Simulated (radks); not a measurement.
Valence configurations of Tl3+ (all share [Xe]). Calculated with a radial shooting solver on a logarithmic mesh with Libxc functionals: scalar-relativistic Kohn-Sham, LDA (Slater exchange, Perdew-Wang correlation), spin-polarised, spherical densities, point nucleus; open shells are filled with parallel spins first (spin-orbit coupling, left out, can overturn this in heavy ions). Energies are relative to 4f14 5d10; eigenvalues in eV for spin up.

valence               E (eV)  moment (Bohr magnetons)    e(4f)    e(5d)    e(6p)    e(6s)
4f14 5d10              0.000                        0  -143.99  -44.602        -        -
4f14 5d9 6s1           9.329                        2  -148.55  -48.208        -  -37.636
4f14 5d9 6p1          20.535                        2  -150.24  -49.662  -27.420        -
4f13.5 5d10 6s0.5     56.051                        1  -153.01  -47.184        -  -36.734
4f13 5d10 6s1         115.71                        2  -162.21  -49.821        -  -37.951
4f13 5d9.5 6s1.5      122.01                        2  -164.63  -51.566        -  -38.630
4f13 5d9 6s1.5 6p0.5  134.16                        3  -167.90  -54.181  -28.301  -40.161
4f13 5d9 6s1 6p1      139.33                        4  -168.70  -55.000  -29.001  -40.950
4f12.5 5d10 6s1.5     179.53                        2  -171.62  -52.397        -  -38.784
4f12 5d10 6p2         270.40                        4  -184.52  -58.185  -30.051        -

NIST lists [Xe] 4f14 5d10 as the ground configuration; this level of theory agrees among the configurations tried. The energies are those of spherical high-spin densities, not of single terms.
